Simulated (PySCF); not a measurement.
**Bond length, frequency and bond energy of SnI by level of theory**

State: ²Π (doublet), unpaired electrons π ↑. Set-up: Sn x2c-TZVPPall, I x2c-TZVPPall; spin-free X2C with a Gaussian nucleus (PySCF 2.14). De refers to Sn + I in their high-spin ground configurations, without counterpoise correction. The functionals are run spin-unrestricted. A positive dipole means Sn(−)I(+).

| Level | Re (Å) | ωe (cm⁻¹) | De (eV) | μ (D) | CPU s a point (SCF and correlation, without the integrals) |
| --- | --- | --- | --- | --- | --- |
| UHF | 2.756 | 191 | 1.87 | -2.84 | 4.7 |
| UHF-MP2 | 2.698 | 203 | 3.00 | n/a | 7.7 |
| UHF-SCS-MP2 | 2.717 | 198 | 2.86 | n/a | n/a |
| UHF-CCSD | 2.718 | 198 | 2.73 | n/a | n/a |
| UHF-CCSD(T) | 2.720 | 198 | 2.87 | n/a | 240 |
| PBE | 2.740 | 190 | 3.25 | -1.94 | 5.4 |
| revPBE | 2.757 | 186 | 3.05 | -2.06 | 2.5 |
| PW91 | 2.738 | 190 | 3.28 | -1.94 | 4.3 |
| r²SCAN | 2.724 | 196 | 3.17 | -2.01 | 4.6 |
| TPSSh | 2.729 | 193 | 3.16 | -2.12 | 13 |
| PBE0 | 2.718 | 197 | 3.10 | -2.16 | 7.3 |
| HSE06 | 2.723 | 196 | 3.15 | -2.12 | 24 |
| B2PLYP | 2.729 | 194 | 3.02 | -2.43 | 7.8 |

The bond length runs from 2.698 Å (UHF-MP2) to 2.757 Å (revPBE). De spans 1.87 eV (UHF, mean field) to 3.28 eV (PW91, GGA). Correlation at CCSD(T) changes the Hartree–Fock bond energy by +1.00 eV; the triples alone change it by +0.14 eV.

Correlated steps freeze 36 core orbitals. Spin–orbit coupling is left out, which matters for elements this heavy, above all for dissociation energies. B2PLYP dipoles, levels and charges come from its SCF part alone. The state is the lowest determinant that a PBE0 search found; another state may lie lower at other levels.

The whole job (state search and all levels along the bond) took about 27 min on 2 threads of Intel Xeon Platinum 8259CL @ 2.50GHz (shared host), peak memory 4.3 GiB.
